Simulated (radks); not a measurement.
Results of a calculation; reference values are marked as such.
Q: Radial electron density D(r) = 4 pi r^2 rho(r) of an atom or ion with 32 electrons. Level of theory: non-relativistic Kohn-Sham, PBE, spin-polarised, spherical densities, point nucleus (a radial shooting solver on a logarithmic mesh with Libxc functionals).

```
   r/bohr * D(r) (the largest magnitude, 51.1, reaches the edge; | marks zero)
 0.003742 |   *
 0.004912 |      *
 0.006499 |          *
  0.00853 |               *
   0.0112 |                      *
   0.0147 |                              *
  0.01945 |                                      *
  0.02552 |                                            *
   0.0335 |                                             *
  0.04433 |                                         *
  0.05818 |                                     *
  0.07637 |                                       *
   0.1002 |                                               *
   0.1326 |                                                      *
   0.1741 |                                                *
   0.2285 |                                   *
   0.3024 |                              *
   0.3969 |                                   *
   0.5209 |                                   *
   0.6838 |                      *
   0.9047 |         *
    1.188 |    *
    1.559 |   *
    2.062 | *
    2.707 |*
    3.553 *
    4.664 *
```

What is the nuclear charge?

A: Z = 35. The innermost maximum, from 1s, lies near 1/Z = 0.0286 bohr (found: 0.0312), and its height grows with Z. The density is that of the bromine ion Br3+ in [Ar] 3d10 4s2 4p2; the configuration itself is not fixed sharply by these data, and Z only to about a unit. D(r) has 3 maxima, at r = 0.0312, 0.137, 0.455 bohr, and minima at 0.0635, 0.288 bohr, inside which lie 2.07, 11.05 electrons.
